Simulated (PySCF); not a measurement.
# Static response to an electric field

C3H8N2Si.
Numbering: `[CH3:1][NH:2][Si@@H:3]1[CH2:4][CH:5]=[N:6]1` (hydrogens: H7, H8, H9 on C1; H10 on N2; H11 on Si3; H12, H13 on C4; H14 on C5)

Cartesian coordinates in Å at the GFN2-xTB level; atoms count from 1:
```
atom  x, y, z in Å
C1    -2.429    0.212    0.265
N2    -1.097    0.733    0.445
Si3    0.208    0.446   -0.622
C4     1.740   -0.511    0.066
C5     2.355    0.841   -0.063
N6     1.493    1.684   -0.480
H7    -2.375   -0.710   -0.305
H8    -2.883   -0.003    1.235
H9    -3.077    0.912   -0.272
H10   -1.087    1.591    0.975
H11   -0.167    0.097   -1.986
H12    2.231   -1.273   -0.534
H13    1.707   -0.853    1.099
H14    3.380    1.115    0.156
```

Level: wB97X-D/def2-SVPD (PySCF), static field, nuclei fixed, core orbitals frozen in the response. The polarisability tensor in these axes (au):

```
x   88.26 -1.39  2.15
y   -1.39 65.83 -1.59
z    2.15 -1.59 61.58
```

Task: Diagonalise the tensor; give its mean and Δα, where Δα² is half the sum of the squared differences of the eigenvalues.

Result: Principal values 60.96, 66.18 and 88.53 au; mean 71.89 au = 10.65 Å³ = 11.85 × 10⁻⁴⁰ C²·m²/J; Δα = 25.37 au (35 % of the mean).

Task: What is the dipole moment, and where does it point?

Result: (-1.35, -1.69, 0.75) D, 2.29 D in size, pointing from the negative to the positive side. Measured along this direction, the outermost atoms are H14 at the negative end and H8 at the positive end.

Task: Along which axes do the principal values lie, and how far do the nuclei extend along each?

Result: Largest value along (0.99, -0.07, 0.08), where the nuclei span 6.44 Å; middle along (0.09, 0.95, -0.29), 2.86 Å; least along (-0.06, 0.29, 0.95), 3.32 Å. The strongest response lies along the longest span, while the other two are in reverse order.

Task: Find the Langevin capture rate constant for O2+ (31.990 u) meeting this molecule (100.046 u), k = 2.342 × 10⁻⁹ cm³/s × √(α in Å³ / reduced mass in u).

Result: The reduced mass is 24.24 u, so k = 1.55 × 10⁻⁹ cm³/s. The formula leaves out the permanent dipole, which adds to the capture rate.

Task: Traceless (Buckingham) quadrupole moment about the centre of nuclear charge: eigenvalues?

Result: -9.56, 0.81, 8.75 D·Å. The values depend on the origin, since the dipole doesn't vanish. The electronic extent ⟨r²⟩ about the same centre is 791 bohr², a root-mean-square distance of 2.03 Å for the 54 electrons.

Task: Rayleigh depolarisation ratio (linearly polarised light, static tensor)?

Result: ρ = 3Δα²/(45ᾱ² + 4Δα²) = 1931.1/(232569 + 2574.7) = 0.00821.

Geometry: GFN2-xTB, one conformer, isolated molecule.
